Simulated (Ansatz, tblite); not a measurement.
Removing and adding an electron: `CCCCCCCCB(O)O`. Total charge 0; singlet. Geometry: PBE0-D4/def2-SVP. Ansatz, gas phase; energy differences of separate SCF runs; the oxidised species was run as a doublet alone; the reduced species was run as a doublet alone.

```xyz
30

C     4.595   -0.766   -1.765
C     3.285   -0.050   -1.481
C     2.117   -0.995   -1.238
C     0.803   -0.288   -0.942
C    -0.364   -1.241   -0.723
C    -1.701   -0.564   -0.447
C    -1.777    0.186    0.877
C    -3.149    0.808    1.148
B    -3.200    1.581    2.517
O    -4.010    1.112    3.514
O    -2.408    2.687    2.660
H     4.515   -1.407   -2.658
H     5.419   -0.058   -1.939
H     4.887   -1.415   -0.923
H     3.406    0.610   -0.603
H     3.039    0.621   -2.323
H     1.990   -1.651   -2.119
H     2.363   -1.671   -0.399
H     0.559    0.396   -1.776
H     0.934    0.359   -0.057
H    -0.464   -1.887   -1.613
H    -0.123   -1.924    0.113
H    -1.936    0.134   -1.272
H    -2.501   -1.325   -0.466
H    -1.011    0.979    0.908
H    -1.517   -0.512    1.694
H    -3.387    1.517    0.335
H    -3.928    0.030    1.127
H    -3.989    1.616    4.333
H    -2.449    3.119    3.517
```

The xTB rows come from tblite. HOMO above LUMO, or a gap near zero within one spin, warns that the state may not be the lowest or that an electron is smeared out.

Q: Estimate orbital energies and vertical ionisation energies and electron affinities at: GFN1-xTB; GFN2-xTB; PBE-D4/def2-TZVP; PBE0-D4/def2-TZVP; r2SCAN0-D4/def2-TZVP.

A: 
```
               level  −HOMO (eV)  vertical IE (eV)  −LUMO (eV)  vertical EA (eV)  HOMO–LUMO gap (eV)  IE − EA (eV)                                                                   remarks
            GFN1-xTB       12.09             14.31        4.75              2.09                7.33         12.22                                                                         –
            GFN2-xTB       10.86             13.00        4.23              0.14                6.62         12.86                                                                         –
    PBE-D4/def2-TZVP        6.94                 –        0.55             -1.29                6.39             –  HOMO above zero (-1 doublet), gap within one spin near zero (-1 doublet)
   PBE0-D4/def2-TZVP        8.29              9.90       -0.31             -1.64                8.60         11.54                                              HOMO above zero (-1 doublet)
r2SCAN0-D4/def2-TZVP        8.46              9.98       -0.80             -1.75                9.26         11.73                                              HOMO above zero (-1 doublet)
```

Run but left out: PBE-D4/def2-TZVP (charge +1 doublet: an occupied level 0.04 eV above an empty one).   A HOMO above zero means that the electron is unbound at that level or that self-interaction error raises the level; the energy of removing that electron tells which. Raw xTB energy differences between charge states are shifted by several eV; the methods need an empirical correction for them. Sets without diffuse functions give affinities that are too small. A negative affinity means that the extra electron isn't bound; its size then hangs on the basis.
